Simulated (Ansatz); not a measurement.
Isolated molecules relaxed with PBE0-D4/def2-TZVP in Ansatz; ΔE leaves out vibrations. CBS: MP2 limit from def2 TZ/QZ plus the TZ coupled-cluster correction, frozen cores. This one scheme is used for every species. DFT in def2-TZVPP. B3LYP here is the variant with VWN-RPA as its local correlation; programs differ in this. Elements past krypton have def2 core potentials. For I outer-core shells are correlated without core-valence functions, which leaves a few kJ/mol of doubt a bond. Each species was taken in one conformer, which may not be the lowest.

Consider the formal exchange of groups at a B–N bond: `C=NBC` + `C=CI` → `C=C(I)BC` + `C=N`.

`C=NBC`:

```xyz
10

C     1.403   -1.204   -0.981
N     0.648   -0.288   -0.622
B    -0.179    0.716   -0.229
C    -1.122    0.584    1.023
H     1.078   -1.970   -1.692
H     2.427   -1.285   -0.602
H    -0.148    1.716   -0.895
H    -0.897    1.375    1.745
H    -1.047   -0.379    1.531
H    -2.164    0.737    0.723
```

`C=CI`:

```xyz
6

C    -0.259   -0.421   -0.598
C     0.260    0.436    0.261
I     0.168    0.200    2.324
H    -0.777   -1.321   -0.289
H    -0.172   -0.231   -1.663
H     0.780    1.338   -0.035
```

`C=C(I)BC`:

Z-matrix (Å, degrees):
```
C
B 1 1.548
H 1 1.102 2 105.8
H 1 1.092 2 113.4 3 115.3
H 1 1.092 2 114.6 3 -116.7
C 2 1.548 1 125.7 3 93.6
H 2 1.202 1 120.5 3 -83.9
I 6 2.108 2 120.1 1 -0.6
C 6 1.334 2 121.7 1 179.0
H 9 1.085 6 124.1 2 -179.0
H 9 1.087 6 118.5 2 0.9
```

`C=N`:

Z-matrix (Å, degrees):
```
C
N 1 1.261
H 1 1.096 2 124.9
H 1 1.092 2 118.8 3 -180.0
H 2 1.021 1 111.0 3 -0.0
```

```csv
level,ΔE (kcal/mol),difference from CCSD(T)/CBS
PBE-D4,21.5,4.4
r2SCAN-D4,20.8,3.7
PBE0-D4,19.9,2.8
B3LYP-D4,20.4,3.3
ωB97X-V,18.3,1.2
ωB97M-V,18.6,1.5
B2PLYP,20.1,3.0
PBE,22.6,5.5
r2SCAN,21.1,4.0
PBE0,20.9,3.8
B3LYP,22.3,5.2
HF/def2-TZVPP,17.4,0.3
MP2/def2-TZVPP,17.0,-0.1
SCS-MP2/def2-TZVPP,17.1,0.0
CCSD/def2-TZVPP,17.5,0.4
CCSD(T)/def2-TZVPP,17.3,0.2
HF/def2-QZVPP,17.5,0.4
MP2/def2-QZVPP,16.9,-0.2
SCS-MP2/def2-QZVPP,17.0,-0.1
HF/CBS(def2),17.5,0.4
MP2/CBS(def2),16.8,-0.3
CCSD/CBS(def2),17.3,0.2
CCSD(T)/CBS,17.1,0
```

Largest T1 diagnostic among the species: 0.014.

From PBE to PBE0 (25 % exact exchange), in def2-TZVPP and without D4, ΔE moves by −1.7 kcal/mol. The D4 term adds −1.8 kcal/mol with B3LYP and −1.0 kcal/mol with PBE0; it sums over pairs of atoms, weighted by their polarisabilities, and B3LYP, whose exchange is more repulsive, gets the larger term.
